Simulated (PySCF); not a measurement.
# Computed properties of C2H7FO2Si, SMILES C[C@H]([Si@@H](O)F)O

C₂H₇FO₂Si, SMILES [Si@@H]([C@H](O)C)(F)O. Geometry: PBE0-D3(BJ)/def2-SVP. The structure was generated by enumeration; whether it is a known compound was not checked. One conformer was computed; it need not be the lowest. All values are computed for the isolated molecule unless a solvent is named; none is compared with measurement here.

**Structure.** All 33 harmonic modes at PBE0-D3(BJ)/def2-SVP (PySCF) are real, so it is a minimum. With heavy atoms numbered as in [CH3:1][C@@H:2]([OH:3])[Si@@H:4]([OH:5])[F:6], the shortest bond between them is C2–O3 at 1.421 Å and the longest C2–Si4 at 1.876 Å.

**Vibrations.** The strongest infrared lines (harmonic, unscaled, degenerate partners summed) lie at 884 cm⁻¹ (201 km/mol, H 38 %, Si 30 %, F 18 %), 969 cm⁻¹ (187 km/mol, Si 45 %, O 27 %, H 22 %), 748 cm⁻¹ (136 km/mol, H 78 %, C 13 %). The softest mode is at 61 cm⁻¹ and the zero-point energy is 60.7 kcal/mol.

**Electronic structure.** B3LYP/def2-TZVP (PySCF) places the frontier levels at -7.28 and 0.08 eV, a gap of 7.36 eV, and gives a dipole moment of 1.89 D and a mean polarisability of 55.6 bohr³. PBE/def2-TZVP (PySCF) at the same geometry gives -5.98 and -0.45 eV, so its gap is 1.83 eV narrower. An orbital gap is neither the optical nor the fundamental gap.

**Excitations.** TDA-M06-2X/def2-SVPD (PySCF) has S1 at 6.91 eV (179 nm, f = 0.003, weak); the most intense of the 10 singlets computed lies at 9.04 eV (f = 0.10). T1 (TDA) is at 6.60 eV, 0.31 eV under S1. TDA-PBE/def2-SVPD (PySCF) puts S1 at 5.43 eV. No vertical singlet excitation falls in the visible range (under 3.1 eV).

**NMR.** GIAO shifts at PBE0/pcSseg-1 (PySCF) (non-relativistic, atoms alike by connectivity averaged): ¹³C from 18.5 to 59.6 ppm against TMS; ¹H from 0.9 to 5.0 ppm against TMS; ²⁹Si at -9.6 ppm against TMS; ¹⁹F at -168.6 ppm against CFCl3.

**Solvation.** SMD-PBE0/6-31G* (PySCF) gives -8.1 kcal/mol in water, -5.9 kcal/mol in diethylether, -6.2 kcal/mol in dimethylsulfoxide (1 M in both phases, gas-phase geometry); of these solvents water holds the molecule best.
